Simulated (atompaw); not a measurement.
What one change does to a pseudopotential (Ta (Z = 73), PAW (atompaw))

```
Element                 : tantalum
Generator               : atompaw 4.2.0.5
Type                    : PAW
Functional              : PBE
Relativity              : scalar-relativistic
Frozen core             : [Xe] 4f14
Valence charge          : 5
Reference configuration : 5d3 6s0 6p0 (charge +2)
Partial waves           : 6s (bound, empty): rc 3.00 bohr; 6s channel at 2.45 Ry: rc 2.90 bohr; 6p (bound, empty): rc 3.00 bohr; 6p channel at 1.75 Ry: rc 3.00 bohr; 5d (bound): rc 2.20 bohr; 5d channel at 1.1 Ry: rc 2.20 bohr
Local potential         : troulliermartins scheme with l = 3 at 0 Ry, radius 2.55 bohr
Core correction         : smooth core density matched at 2.60 bohr
Augmentation charge     : sinc compensation charge, radius 2.50 bohr; PAW radius 3.00 bohr; waves and projectors: custom rrkj gramschmidtortho
```

Change: local potential bessel scheme, radius 2.55 bohr.

Cutoffs: the cutoffs (Ry, on a coarse ladder) from which the occupation-weighted sum of valence levels, in a spherical-Bessel basis at the reference potential, stays within 10 and 1 mRy of its value at 400 Ry; they do not see the model core or the augmentation charge, which bear on the density cutoff.

Task: What does the change do?

Result: The potential gets neither clearly harder nor softer (18 Ry and 25 Ry → 18 Ry and 25 Ry); the bound ghost in s disappears; the range in which the p phases agree widens (upper end 2.2 → 3.2). A state that the projectors do not describe sees the local part alone, so a deeper or shallower local part can create or remove a ghost.

| quantity | base | changed |
| --- | --- | --- |
| cutoff, loose | 18 Ry | 18 Ry |
| cutoff, tight | 25 Ry | 25 Ry |
| bound ghosts | s | none |
| s: phases at 3.02 bohr within 0.05 rad from the reference energy up to (Ry; the scan ends near 5) | to the end of the scan | to the end of the scan |
| p: phases at 3.02 bohr within 0.05 rad from the reference energy up to (Ry; the scan ends near 5) | 2.2 | 3.2 |
| d: phases at 3.02 bohr within 0.05 rad from the reference energy up to (Ry; the scan ends near 5) | to the end of the scan | to the end of the scan |
| lowest overlap eigenvalue by channel | s 0.31, p 0.65, d 0.37 | s 0.55, p 0.69, d 0.33 |

 A true bound ghost makes a file unfit for plane-wave use even where its test errors are small: the radial tests pick states by their node count and pass the ghost by. The cutoffs see the waves, projectors and local potential, not the compensation charge or the core.
